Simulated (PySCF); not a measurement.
## MoN: mean field, correlation and small terms against distance

State: ⁴Σ⁻, quartet, unpaired electrons σ ↑, δ ↑↑. ROHF-based CCSD(T) in PySCF 2.14 with Mo aug-cc-pVDZ-PP with ECP28, N aug-cc-pVDZ and Mo aug-cc-pVTZ-PP with ECP28, N aug-cc-pVTZ (frozen core orbitals: 5; scalar-relativistic core potentials). Correlation energies are extrapolated as n⁻³ (n = 2, 3), Hartree–Fock as (n+1)·exp(−9√n). All energies in eV from Mo (4d5 5s1) + N.

```tsv
R (Å)	HF/CBS	CCSD corr.	(T)	total
1.4349	1.504	-4.588	-0.5156	-3.600
1.5001	0.901	-4.830	-0.5834	-4.513
1.5653	0.724	-5.066	-0.6557	-4.997
1.6305	0.864	-5.297	-0.7315	-5.164
1.6958	1.235	-5.526	-0.8090	-5.100
1.7773	1.919	-5.816	-0.9027	-4.800
1.8588	2.755	-6.122	-0.9835	-4.350
```

A fit to the total gives Re = 1.6418 Å, De = 5.167 eV, ωe = 1060.8 cm⁻¹, Be = 0.5105 cm⁻¹ (masses 97.9054 and 14.0031 u).

Task: At R = 1.6305 Å the CCSD correlation energy is -0.351490 hartree in the smaller basis and -0.395909 in the larger. Extrapolate it.

Result: (3³·E3 − 2³·E2)/(3³ − 2³) = -0.41461 hartree; the larger basis holds 95.5 % of it.

The T1 diagnostic is 0.049, large enough to doubt a single reference. The state was picked by a PBE0 search and need not be the measured ground state. Spin–orbit coupling, excitations beyond (T) and corrections to the Born–Oppenheimer picture are left out.
